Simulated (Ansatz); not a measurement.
Two isomers of C3H8OSi: A = `C=CCO[SiH3]`, B = `O[SiH]1CCC1`.

Computed with Ansatz on PBE0-D4/def2-TZVP structures; ΔE is electronic, products minus reactants. CCSD(T)/CBS adds triple-zeta CCSD(T) − MP2 to the extrapolated MP2 energy (def2 sets, frozen cores). DFT in def2-TZVPP. B3LYP here is the variant with VWN-RPA as its local correlation; programs differ in this. Each species was taken in one conformer, which may not be the lowest.

(1) Which is lower in electronic energy at CCSD(T)/CBS, and by how much? (Estimate.)

(2) Give E(B) − E(A) in kJ/mol with B2PLYP, B3LYP, CCSD/def2-TZVPP, HF/def2-TZVPP, PBE0-D4, CCSD(T)/def2-TZVPP, MP2/def2-TZVPP. (Best estimate.)

Largest T1 diagnostic: 0.011.

Answers

(1) The calculation gave: B, by 121.7 kJ/mol.

(2) Ansatz gave: B2PLYP -109.4, B3LYP -98.4, CCSD/def2-TZVPP -115.4, HF/def2-TZVPP -77.8, PBE0-D4 -137.5, CCSD(T)/def2-TZVPP -117.1, MP2/def2-TZVPP -135.1. None reverses the order clearly.

In def2-TZVPP, CCSD(T) changes the Hartree–Fock value by −39.3 kJ/mol (the triples alone add −1.7 kJ/mol) and MP2 by −57.2 kJ/mol. From PBE to PBE0 (25 % exact exchange), in def2-TZVPP and without D4, E(B) − E(A) moves by −8.7 kJ/mol.
